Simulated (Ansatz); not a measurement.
The lowest doublet and quartet of CH (SMILES [CH]); geometries from B3LYP-D3(BJ)/def2-TZVP, each state relaxed from the structure named, with no frequency check.
Doublet (charge 0, multiplicity 2):
```xyz
2

C      0.0000     0.0000    -0.1605
H      0.0000     0.0000     0.9630
```
Quartet (charge 0, multiplicity 4):
```json
[
 {"atom": "C", "x (Å)": "0.0000", "y (Å)": "0.0000", "z (Å)": "-0.1563"},
 {"atom": "H", "x (Å)": "0.0000", "y (Å)": "0.0000", "z (Å)": "0.9375"}
]
```

A positive gap puts the quartet lower; no zero-point energy. U- takes an unrestricted doublet. The quartet is unrestricted in single-reference levels. Active spaces average the two states.

Frozen-core correlation.

Run with Ansatz (an electronic-structure program) with Gaussian orbitals. 

One of these levels gives -14.40 kcal/mol for the gap E(doublet) − E(quartet), adiabatic. Which one is it?
A. U-MP2/cc-pVQZ (spin-contaminated)
B. U-SCS-MP2/cc-pVTZ (spin-contaminated)
C. U-CCSD/cc-pVDZ (spin-contaminated)
D. SA-CASSCF(5,5)/cc-pVDZ

B, U-SCS-MP2/cc-pVTZ (spin-contaminated). The others give -7.59 (U-MP2/cc-pVQZ (spin-contaminated)), -12.33 (U-CCSD/cc-pVDZ (spin-contaminated)), -6.24 (SA-CASSCF(5,5)/cc-pVDZ)

Doubts at one or more of the structures used: T1 above 0.05 (U-CCSD/cc-pVDZ (spin-contaminated)).
